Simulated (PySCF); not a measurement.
## Radial density of Hf (hafnium, neutral)

UHF, [Xe] 4f14 5d1 6s2 7s1, 7s spin antiparallel (an excited configuration). Computed with PySCF 2.14 in x2c-TZVPPall with one added diffuse shell each of s, p, d, f type (12s8p8d4f1g, 113 functions), with scalar relativity by spin-free X2C-1e.

| r (bohr) | 4πr²ρ (e/bohr) | 4πr²(ρα − ρβ) |
| --- | --- | --- |
| 0.0141 | 99.01 | -0.0006 |
| 0.0238 | 86.07 | -0.0011 |
| 0.0400 | 110.4 | -0.0002 |
| 0.0673 | 127.4 | 0.0137 |
| 0.113 | 100.9 | 0.0324 |
| 0.190 | 111.4 | -0.0030 |
| 0.320 | 58.81 | 0.0200 |
| 0.538 | 61.21 | 0.0086 |
| 0.906 | 19.93 | 0.0739 |
| 1.52 | 7.190 | 0.4727 |
| 2.56 | 1.462 | 0.2830 |
| 4.31 | 0.3994 | 0.0591 |
| 7.25 | 0.1339 | -0.1258 |
| 12.2 | 0.06980 | -0.0697 |
| 20.5 | 0.0001728 | -0.0002 |

Densities and radii are taken from the X2C orbitals without a picture-change correction, which distorts them close to the nucleus.

⟨L²⟩ = 8.19 against 6 for a pure D term, so this real determinant mixes terms. Spin-orbit coupling, absent here, splits the open shell strongly. The outer electron is Rydberg-like, and this basis confines it to a smaller radius and binds it less than a complete one would. With the s spin flipped the determinant is a mixture of two multiplicities, not a spectroscopic state. The s, p, d and f populations moved away from the nominal configuration during the SCF.
